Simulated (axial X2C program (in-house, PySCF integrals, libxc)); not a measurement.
GaBr⁺ at several levels of theory

Computed with an in-house relativistic program for diatomic molecules. Spin-free means the one-electron spin-free X2C Hamiltonian. Basis: Br dyall-cv3z [8s9p6d4f1g], Ga dyall-cv3z [9s9p7d4f1g] (cores contracted in-house); Gaussian nuclei, density fitting, unrestricted open shells. Masses: Br 78.918 u, Ga 68.926 u.

Input file and command:
```json
{"zs": [35, 31], "q": 1, "bas": ["dyall-cv3z", "dyall-cv3z"], "levels": ["PBE0", "HF", "B97-3"], "cc": true, "r0": 2.38, "thr": -1.0, "nmax": 90, "npts": 10, "nst": 2, "ntry": 6}
```
```bash
python so2c.py task.json out
```

Keys: zs atomic numbers; q charge; bas basis sets; levels methods; cc coupled cluster on or off; r0 starting distance in Å; thr threshold in hartree for freezing inner shells (an s shell follows its p shell); nmax most natural virtual spinors; npts points on the curve; nst determinants followed; ntry starts of the search. HF also brings MP2.

State, spin-free: M_S = 1/2, Λ = 0 (beyond evenly filled blocks: σα); electrons by block: σα: 15, σβ: 14, π+α: 7, π+β: 7, π-α: 7, π-β: 7, δ+α: 2, δ+β: 2, δ-α: 2, δ-β: 2. Fragments: Br + Ga+.

| Hamiltonian | level | Re (Å) | ωe (cm⁻¹) | ωexe (cm⁻¹) | αe (cm⁻¹) | De (eV) | D0 (eV) | k (mdyn/Å) | μ (D) |
| --- | --- | --- | --- | --- | --- | --- | --- | --- | --- |
| spin-free | PBE0 | 2.246 | 278.6 | 2.33 | 0.00064 | 0.797 | 0.780 | 1.68 | 4.15 |
| spin-free | HF | 2.243 | 274.3 | 5.24 | 0.000945 | 0.126 | 0.109 | 1.63 | 4.92 |
| spin-free | CCSD | 2.258 | 277.0 | 2.89 | 0.000707 | 0.520 | 0.503 | 1.66 | n/a |
| spin-free | CCSD(T) | 2.255 | 287.9 | 2.48 | 0.000616 | 0.644 | 0.626 | 1.8 | n/a |
| spin-free | B97-3 | 2.280 | 256.2 | 2.64 | 0.000716 | 0.572 | 0.556 | 1.42 | 4.22 |

Correlated methods: 9 electrons correlated (number of frozen shells: Br 3 s, 2 p, 1 d; Ga 3 s, 2 p, 1 d), 275 virtual spin orbitals or spinors in MP2, 89 natural virtuals in coupled cluster.

Dipoles are positive if Ga is the positive end and refer to the centre of mass.

The state is one determinant whose occupation by symmetry is held fixed; it was picked as the lowest of a PBE0 search that is not exhaustive. De is counted from the lowest determinant-based energies of the atoms at the same level, without counterpoise correction. Coupled cluster ran in a truncated set of natural virtual spinors; the MP2 energy of the rest was added. (T) has no such correction and the atoms are truncated less, which lowers De at CCSD(T) by a hundredth of an eV or more. With the outer-core shells frozen, correlated bond lengths of heavy atoms tend to come out a few hundredths of an ångström too long. Spin-free De lacks the spin–orbit lowering of the heavy p-block atom, a tenth of an eV or more for 4p and 5p, up to an eV for 6p and one to two eV for 7p atoms, less what an open-shell molecule gains itself.

No reliable constants came from B97-3 (2c), CCSD (2c), CCSD(T) (2c), HF (2c), MP2 (2c), MP2 (spin-free), PBE0 (2c): no minimum in range, unconverged points, a curve that is not smooth, a change of character along it, or the two Hamiltonians disagreeing along it.

The whole task took 2.9 min on 1 thread of Intel(R) Xeon(R) Processor @ 2.30GHz, on a shared host.
